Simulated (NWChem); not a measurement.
Molecule: C5H6; SMILES C#CC(=C)C

Results from NWChem. The geometry was optimised at PBE0/def2-SVP. Ions are spin-unrestricted doublets at the neutral geometry; other ion states weren't tried.

**Question.** Order these by “−ε(HOMO) (eV)”, lowest first: Hartree-Fock/def2-SVPD; PBE/def2-SVPD; B3LYP/def2-SVPD.

**Answer.** PBE/def2-SVPD (5.96), B3LYP/def2-SVPD (6.79), Hartree-Fock/def2-SVPD (9.21)
